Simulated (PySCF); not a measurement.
Species: Mo(CMe)Cl3, C2H3Cl3Mo (singlet state).
Bonds: Mo1–C2, Mo1–Cl7, Mo1–Cl8, Mo1–Cl9, C2–C3. Hydrogens: H4, H5, H6 on C3.

Computed with PySCF 2.14.0, density-fitted response routines, TDDFT PBE0/def2-SVPD, vertical, gas phase, core orbitals frozen in the response, def2 core potentials past Kr. Geometry: PBE0-D3(BJ)/def2-SVP; no solvent, vibrations or thermal averaging. Spin–orbit coupling is left out.

Q: What does the calculation give for the low-lying excited states?

A: 

```json
{"state": "S1", "E (eV)": "2.61", "E (kJ/mol)": "252", "λ (nm)": "474.7", "f": "0.0000", "|μ| (D)": "0.02", "main configurations (H = HOMO, L = LUMO)": "H-1→L (56%), H→L+1 (43%)"}
{"state": "S2", "E (eV)": "2.75", "E (kJ/mol)": "265", "λ (nm)": "451.2", "f": "0.0049", "|μ| (D)": "0.68", "main configurations (H = HOMO, L = LUMO)": "H→L (66%), H-1→L+1 (30%)"}
{"state": "S3", "E (eV)": "2.88", "E (kJ/mol)": "278", "λ (nm)": "430.5", "f": "0.0003", "|μ| (D)": "0.18", "main configurations (H = HOMO, L = LUMO)": "H→L+1 (56%), H-1→L (43%)"}
{"state": "S4", "E (eV)": "2.89", "E (kJ/mol)": "278", "λ (nm)": "429.6", "f": "0.0004", "|μ| (D)": "0.20", "main configurations (H = HOMO, L = LUMO)": "H-1→L+1 (68%), H→L (32%)"}
{"state": "S5", "E (eV)": "4.78", "E (kJ/mol)": "461", "λ (nm)": "259.5", "f": "0.0008", "|μ| (D)": "0.21", "main configurations (H = HOMO, L = LUMO)": "H-1→L+2 (46%), H-2→L (40%)"}
{"state": "S6", "E (eV)": "4.81", "E (kJ/mol)": "464", "λ (nm)": "257.7", "f": "0.0008", "|μ| (D)": "0.21", "main configurations (H = HOMO, L = LUMO)": "H→L+2 (57%), H-2→L+1 (38%)"}
{"state": "S7", "E (eV)": "4.85", "E (kJ/mol)": "468", "λ (nm)": "255.4", "f": "0.0032", "|μ| (D)": "0.42", "main configurations (H = HOMO, L = LUMO)": "H→L+3 (46%), H-1→L+4 (28%), H-2→L (20%)"}
{"state": "S8", "E (eV)": "4.97", "E (kJ/mol)": "479", "λ (nm)": "249.7", "f": "0.017", "|μ| (D)": "0.94", "main configurations (H = HOMO, L = LUMO)": "H-2→L+1 (41%), H→L+2 (35%), H-5→L (9%)"}
{"state": "S9", "E (eV)": "4.98", "E (kJ/mol)": "481", "λ (nm)": "248.8", "f": "0.021", "|μ| (D)": "1.05", "main configurations (H = HOMO, L = LUMO)": "H-1→L+2 (45%), H-2→L (22%), H-4→L (11%)"}
```

Triplets, Tamm–Dancoff:

```csv
state,E (eV),λ (nm),"main configurations (H = HOMO, L = LUMO)"
T1,2.28,544.6,"H→L (72%), H-1→L+1 (23%)"
T2,2.35,527.4,H-1→L (90%)
T3,2.37,522.3,"H-1→L+1 (73%), H→L (24%)"
T4,2.40,517.2,H→L+1 (91%)
```

The lowest singlet lies at 2.61 eV (475 nm, visible) and is dark (f under 0.0005); its leading configuration is HOMO-1→LUMO (56%). The most intense listed level is S9 at 4.98 eV (249 nm, f = 0.021), 2.37 eV above S1. It is the last of those listed, so stronger ones may follow. S3/S4 lie within about 0.01 eV of each other. For S1 the Löwdin share of molybdenum is 28% in HOMO-1 and 62% in LUMO; for S9 the Löwdin share of molybdenum is 28% in HOMO-1 and 48% in LUMO+2. The listed states span 2.37 eV, and the widest gap between neighbours is 1.89 eV (S4 to S5). Weighted by f, the mean energy of these states is 4.70 eV. 4 computed singlets (S1 to S4) lie in the visible range (380 to 750 nm), the largest f among them at 451 nm, f = 0.0049; light of that wavelength is blue, and its complementary colour is yellow; a Tamm–Dancoff triplet lies at 545 nm, without intensity as long as spin–orbit coupling is left out. Orbitals of the list HOMO-3 to LUMO+2 that lie within 0.01 eV of each other are written together with a slash and their weights summed (≥ marks a lower bound); for degenerate orbitals outside that list single weights are arbitrary. Singlets were solved by full linear response, triplets in the Tamm–Dancoff approximation. The highest level found (5.09 eV, f 0.0001 so far) is left out, since the window may have cut off a degenerate partner.

Hardware: an Arm Neoverse V1 with one thread, shared host. Cost: 32 s wall (with the writing of density and orbital grids), 0.80 GiB resident at most.
